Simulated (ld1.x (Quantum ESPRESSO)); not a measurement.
# Transferability test, TM potential for hafnium (Hf)

- Element: Hf (Z = 72)
- Generator: ld1.x (Quantum ESPRESSO) 7.5
- Type: norm-conserving Troullier–Martins (Kleinman–Bylander form)
- Functional: PBE
- Relativity: scalar-relativistic
- Frozen core: [Xe] 4f14
- Valence charge: 4
- Reference configuration: 5d2 6s2 6p0
- Partial waves: 6s (bound): rc 2.45 bohr; 5d (bound): rc 2.70 bohr; 6p (bound, empty): rc 3.85 bohr
- Local potential: the p channel
- Core correction: Bessel-smoothed model core inside 1.65 bohr

Energies are relative to the spin-unpolarised reference configuration 5d2 6s2 6p0; without spin polarisation the order of configurations can differ from experiment. The frozen-core shift is the all-electron ΔE with the core orbitals held at their reference shape minus the fully relaxed ΔE.

Give the all-electron excitation energy and the error of the potential for: 5d2 6s1 6p0; 5d2 6s0 6p0; 5d1 6s0 6p0; 5d1 6s2 6p1; 5d2 6s1 6p1; 5d2 6s0 6p1; 5d1 6s2 6p0.

```csv
valence configuration,charge,ΔE all-electron (eV),error AE − PS (meV),frozen-core shift (meV)
5d2 6s1 6p0,+1,7.976,-12,+5.3
5d2 6s0 6p0,+2,22.156,-75,+30
5d1 6s0 6p0,+3,43.950,-352,+330
5d1 6s2 6p1,0,1.962,-89,+54
5d2 6s1 6p1,0,3.826,-7.0,+2.8
5d2 6s0 6p1,+1,12.655,-32,+14
5d1 6s2 6p0,+1,6.498,-57,+58
```

Levels in the configuration 5d1 6s0 6p0:

```json
{"level": "5d", "all-electron (eV)": "-27.126", "pseudo (eV)": "-27.585"}
```
